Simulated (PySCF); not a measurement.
C4H7NO, SMILES N(=C\CO)/C=C. Atoms are numbered in the order given.

```xyz
13

C      2.9919    -0.4239    -0.1942
C      1.8290    -0.1266     0.3911
N      0.6417    -0.0082    -0.3561
C     -0.4237     0.2948     0.2666
C     -1.7419     0.4640    -0.4414
O     -2.8012    -0.1403     0.2662
H      3.9112    -0.5151     0.3897
H      3.0370    -0.5790    -1.2760
H      1.7665     0.0353     1.4804
H     -0.4510     0.4497     1.3661
H     -1.6359     0.0926    -1.4773
H     -1.9781     1.5407    -0.4966
H     -2.6637    -1.0943     0.2447
```
Charge 0, spin multiplicity 1.

The structure is a stationary point at ωB97X-D3(BJ)/def2-SVP. The structure was generated by enumeration; whether it is a known compound was not checked. One conformer was computed; it need not be the lowest.

All values below come from KT2/pcSseg-1 run with PySCF.

GIAO shieldings, no solvent; atoms listed in one row are averaged. δ = σ(ref) − σ: ¹³C against TMS (σ = 185.1 ppm); ¹⁵N against NH3 (σ = 266.2 ppm); ¹⁷O against H2O (σ = 330.4 ppm); ¹H against TMS (σ = 31.47 ppm), references at their B3LYP-D3(BJ)/def2-TZVP geometries, non-relativistic.

Computed chemical shifts:
```json
[
 {"nucleus": "¹³C", "atoms": "C4", "count": "1", "δ (ppm)": "162.2"},
 {"nucleus": "¹³C", "atoms": "C2", "count": "1", "δ (ppm)": "149.8"},
 {"nucleus": "¹³C", "atoms": "C1", "count": "1", "δ (ppm)": "117.6"},
 {"nucleus": "¹³C", "atoms": "C5", "count": "1", "δ (ppm)": "73.4"},
 {"nucleus": "¹⁵N", "atoms": "N3", "count": "1", "δ (ppm)": "356.5"},
 {"nucleus": "¹⁷O", "atoms": "O6", "count": "1", "δ (ppm)": "36.6"},
 {"nucleus": "¹H", "atoms": "H10", "count": "1", "δ (ppm)": "7.80"},
 {"nucleus": "¹H", "atoms": "H9", "count": "1", "δ (ppm)": "6.85"},
 {"nucleus": "¹H", "atoms": "H8", "count": "1", "δ (ppm)": "5.98"},
 {"nucleus": "¹H", "atoms": "H7", "count": "1", "δ (ppm)": "5.48"},
 {"nucleus": "¹H", "atoms": "H12", "count": "1", "δ (ppm)": "4.69"},
 {"nucleus": "¹H", "atoms": "H11", "count": "1", "δ (ppm)": "4.56"},
 {"nucleus": "¹H", "atoms": "H13", "count": "1", "δ (ppm)": "0.32"}
]
```
